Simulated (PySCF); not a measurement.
Screening by computed properties: pick the candidate that meets the target.

Each SMILES stands for a single optimised conformer of the isolated species, non-relativistic unless stated. Electronic properties by PySCF.

Dipoles, sizes and rotational constants follow the conformer. The torsions of the flexible species, by atom-mapped SMILES:
- `[CH2:1]=[C:2]([O:3][CH3:4])[C@H:5]([CH3:6])[CH:7][O-:8]`: C1–C2–O3–C4 82°, C1–C2–C5–C6 40°, C2–C5–C7–O8 -100°
- `[CH2+:1][C:2]([O:3][CH3:4])[C@@H:5]([CH3:6])[CH:7]=[O:8]`: C1–C2–O3–C4 12°, C1–C2–C5–C6 120°, C2–C5–C7–O8 -25°
- `[CH3:1][O:2][C:3](=[O:4])[CH+:5][C:6]([CH3:7])[CH3:8]`: C1–O2–C3–O4 3°, O2–C3–C5–C6 -177°, C3–C5–C6–C7 161°
- `[CH2:1]=[C:2]1[C:3]=[C:4]([CH2:5][C:6]#[N:7])[CH:8]=[CH:9]1`: C3–C4–C5–C6 -118°

(1) Wanted: isotropic g value above 2.0034 (unrestricted B3LYP/pcH-1, mean-field spin–orbit) and smallest rotational constant above 1.35 GHz (GFN2-xTB), at GFN2-xTB geometries. Which candidate meets both?
A. `COC(=O)[CH+][C](C)C` [radical]
B. `C=C(OC)[C@H](C)[CH][O-]` [radical]
C. `O=C[C@@H]([C](OC)[CH2+])C` [radical]
D. `C=C1[C]=C(CC#N)C=C1` [radical]
E. `N#CC1=CC(C#N)=NC[CH]1` [radical]

Results:

(1) C. Computed values:
```csv
species,isotropic g value,smallest rotational constant
C=C1[C]=C(CC#N)C=C1 [radical],2.00216,0.871 GHz
N#CC1=CC(C#N)=NC[CH]1 [radical],2.00321,0.686 GHz
C=C(OC)[C@H](C)[CH][O-] [radical],2.00363,1.279 GHz
O=C[C@@H]([C](OC)[CH2+])C [radical],2.00377,1.419 GHz
COC(=O)[CH+][C](C)C [radical],2.00472,0.935 GHz
```
